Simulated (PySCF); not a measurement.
## H₃VO, singlet: data card

Computed with PBE0 in PySCF with V def2-TZVP, O def2-TZVP, H def2-TZVP; no relativity; density-fitted integrals.

The structure is a higher-order saddle point with 2 imaginary modes.

Z-matrix (Å, degrees; charge 0 multiplicity 1):
```
V
O  1 1.5789
H  1 1.8372 2 145.88
H  1 1.8248 3 34.12 2 180.00
H  1 1.8372 2 145.88 3 180.00
```

| Quantity | Value |
| --- | --- |
| Point group | C2v |
| Bond lengths | V–H 1.825 Å, V–H 1.837 Å (×2), V–O 1.579 Å |
| Bond angles | H–V–H 34.1° (×2), H–V–H 68.2°, H–V–O 145.9° (×2), H–V–O 180.0° |
| Principal polarisabilities | 24.6, 40.3, 52.1 bohr³ |
| Rotational constants | 7.876, 0.4016, 0.3821 cm⁻¹ |
| Dipole moment | 2.19 D |
| Zero-point energy (real modes) | 53.3 kJ/mol |
| Highest occupied level | -5.66 eV |
| Principal quadrupole moments (Buckingham, traceless) about the centre of mass | -6.88, 0.68, 6.20 D Å |
| Atomisation energy without zero-point energy | 1179 kJ/mol |
| Lowest empty level | -2.64 eV |

Harmonic modes (masses in u: V 50.944, O 15.995, H 1.008):
```csv
symmetry,ω (cm⁻¹),IR (km/mol),type
b2,1113i,–,bend
b1,332i,–,bend
b2,351,1.8,bend
a1,990,22.6,mixed
a1,1085,370,stretch
b1,1332,1.4,bend
b2,1507,378,stretch
a1,1758,131,mixed
a1,1893,42.3,stretch
```

In C2v the vibrations span 3b2 + 2b1 + 4a1. Here b1 is antisymmetric to the molecular plane and b2 lies in it.

Charges (e):
| atom | Mulliken | Löwdin | polar tensor | Mayer order to V1 |
| --- | --- | --- | --- | --- |
| V1 | 0.77 | 0.24 | 1.36 | – |
| O2 | -0.56 | -0.26 | -1.03 | 2.12 |
| H3,5 | -0.15 | -0.05 | -0.35 | 0.48 |
| H4 | 0.10 | 0.12 | 0.39 | 0.34 |
Other Mayer orders above 0.3: H–H 0.34 (×2).

Mulliken populations on V1: s 6.19, p 12.32, d 3.71, f 0.02.

Outer orbital energies (eV). occupied: -24.57, -14.12, -9.74, -9.49, -9.41, -7.73, -5.66; empty: -2.64, -1.54, -1.51, 0.23.

Stability towards spin polarisation was not tested. Other isomers or separated fragments may lie lower. At this level a singlet minimum of C3v symmetry lies 129 kJ/mol below this structure.

The final relaxation and frequency run took 43 s on 2 threads of a shared Arm Neoverse V1 host, with 94 basis functions and 16 gradients; the process peaked at 1.3 GiB. Launch command: `OMP_NUM_THREADS=2 python axn.py task.json out`.
